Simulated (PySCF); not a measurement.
C₆ coefficients of unlike pairs at HSE06

Calculated with PySCF 2.14 from the dipole response of each species, C₆(A,B) = (3/π) ∫ α_A(iu) α_B(iu) du, in atomic units, from isotropic polarisabilities. For ions this is the dispersion term alone; charge-induced terms of lower order in 1/R come first.

| species | configuration | basis | relativity | α (bohr³) | C₆ (like pair) |
| --- | --- | --- | --- | --- | --- |
| Cl | [Ne] 3s2 3p5 (2P) | aug-cc-pCVTZ-DK with one added diffuse shell each of s, p, d, f type (9s8p6d4f) | spin-free X2C | 15.08 | 95.26 |
| Ne³⁺ | [He] 2s2 2p3 (4S) | x2c-TZVPPall with one added diffuse shell each of s, p, d type (6s4p3d1f) | spin-free X2C | 0.6886 | 0.6040 |
| Cu | [Ar] 3d10 4s1 (2S) | dyall-av2z (16s12p7d2f) | none | 45.81 | 282.8 |
| Cl²⁺ | [Ne] 3s2 3p3 (4S) | aug-cc-pCVTZ-DK with one added diffuse shell each of s, p, d, f type (9s8p6d4f) | spin-free X2C | 5.821 | 20.71 |

Question: Estimate C₆ for Cu with Cl.

Answer: The integral gives 147.5. The combination rule 2 C_A C_B / (C_A α_B/α_A + C_B α_A/α_B) gives 140.9 and the geometric mean 164.1.

No spin-orbit coupling is included.

The other pairs:

| pair | C₆ |
| --- | --- |
| Cl²⁺, Ne³⁺ | 3.252 |
| Cu, Ne³⁺ | 8.884 |
| Cl²⁺, Cl | 43.80 |
| Cl²⁺, Cu | 63.84 |
| Ne³⁺, Cl | 6.512 |
